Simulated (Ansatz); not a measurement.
Species: sum formula SiN3H6 (charge 0, doublet). It need not be the lowest isomer of its formula. 
Coordinates optimised at B3LYP-D3(BJ)/def2-TZVP (Ansatz, a first-principles code):
```
Si
N 1 1.7319
H 2 1.0080 1 120.77
H 2 1.0096 3 111.49 1 -145.27
N 1 1.7319 2 107.61 3 -152.28
H 5 1.0080 1 120.77 2 92.01
H 5 1.0096 6 111.49 1 -145.27
N 1 1.7319 2 107.61 3 92.01
H 8 1.0080 1 120.77 2 -152.28
H 8 1.0096 9 111.49 1 -145.27
```
Charge 0, spin multiplicity 2.

Computed values are from Ansatz. Correlated levels leave the core frozen unless marked. Open shells are spin-unrestricted. Spin-orbit coupling is left out. No relativistic terms. CBS marks a two-point X^-3 extrapolation of the correlation energy; Hartree-Fock from the larger set.

```json
{
 "atomisation energy De": "3421.5 kJ/mol at CCSD(T)/CBS(aug-cc-pV(T+d)Z,aug-cc-pV(Q+d)Z)",
 "total_energy": "-456.8319 Eh at CCSD(T)/CBS(aug-cc-pV(T+d)Z,aug-cc-pV(Q+d)Z)",
 "dipole_moment": "0.26 D at CCSD(T)/aug-cc-pV(D+d)Z",
 "T1 diagnostic": "0.014 at CCSD/aug-cc-pV(Q+d)Z"
}
```
